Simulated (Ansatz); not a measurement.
Program: Ansatz. Geometries: PBE0-D4/def2-TZVP. ΔE: electronic, gas phase. CBS: MP2 limit from def2 TZ/QZ plus the TZ coupled-cluster correction, frozen cores. This one scheme is used for every species, atoms too. DFT in def2-TZVPP. HSE06 is defined as in plane-wave codes. No spin–orbit coupling; open shells (•) take unrestricted orbitals. Spin–orbit coupling would lower the free atoms: a little for B, Cl, O; clearly for Ga. For Ga outer-core shells are correlated without core-valence functions, so the limit isn't a true one: a few kJ/mol of doubt a bond, and 10 to 20 or more in all where bonds break to atoms. Scalar relativity is left out up to krypton. One conformer a species, not always the lowest.

`O[B](Cl)[GaH2]` → B• + Cl• + Ga• + 3 H• + O•  (atomization)

| species | HSE06 energy (Eh) |
| --- | --- |
| `O[B](Cl)[GaH2]` | -2486.52147 |
| B• | -24.61633 |
| Cl• | -459.98963 |
| Ga• | -1924.55173 |
| H• | -0.50075 |
| O• | -75.01518 |

Work out ΔE.

ΔE = 3 × (-0.50075) + (-24.61633) + (-459.98963) + (-1924.55173) + (-75.01518) − (-2486.52147) = 0.84635 Eh = +2222.1 kJ/mol. CCSD(T)/CBS gives +2236.2 kJ/mol.

Largest T1 diagnostic among the species: 0.014.

From BLYP to BHLYP (50 % exact exchange), in def2-TZVPP and without D4, ΔE moves by −45.1 kJ/mol: exact exchange takes away binding that semilocal exchange gives to molecules. The D4 term adds +24.2 kJ/mol with B3LYP and +12.5 kJ/mol with PBE0; it sums over pairs of atoms, weighted by their polarisabilities, and B3LYP, whose exchange is more repulsive, gets the larger term.

B3LYP here is the variant with VWN-RPA as its local correlation; programs differ in this.

For atomizations the MP2-based limit and the directly extrapolated one differ by several kJ/mol either way, and by 10 to 25 for some Ge, Se and Sn compounds, so smaller differences from it don't rank the levels.
